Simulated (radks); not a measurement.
The numbers below are computed, except where a source is named.
Al10+, configuration [He] 3d1 (not the ground configuration).

Level of theory: scalar-relativistic Kohn-Sham, LDA (Slater exchange, Perdew-Wang correlation), spin-polarised, spherical densities, finite nucleus; open shells are filled with parallel spins first; Fermi nuclear charge, rms radius 3.061 fm (a radial shooting solver on a logarithmic mesh with Libxc functionals).

Energy parts (eV):
total: -4548.211
kinetic: 4562.461
electron-nucleus: -9417.049
Hartree: 508.985
exchange-correlation: -202.608

Orbitals (lengths in bohr, moments of r in powers of bohr; r(max) is where P^2 peaks):
orbital  occ.  eigenvalue (eV)   <1/r>    <r^2>   r(max)
1s up       1        -1966.004   12.70  0.01903  0.07827
1s down     1        -1965.838   12.70  0.01901  0.07827
2s up       0        -432.7483   2.926   0.3017   0.4371
2s down     0        -424.1845   2.952   0.2985   0.4339
2p up       0        -412.6735   2.873   0.2322   0.3471
2p down     0        -405.9472   2.903   0.2275   0.3430
3d up       1        -173.3064   1.224    1.039   0.8185
3d down     0        -164.2589   1.201    1.094   0.8314
4d up       0         -93.3231  0.6830    4.232    1.933
4d down     0         -90.5950  0.6675    4.477    1.993
4f up       0         -93.1993  0.6864    2.998    1.452
4f down     0         -89.2269  0.6543    3.297    1.531

The highest occupied level is 3d up at -173.31 eV. The configuration is held as typed, so some empty levels lie below it. The density falls to 0.001 e/bohr^3 at r = 1.97 bohr.
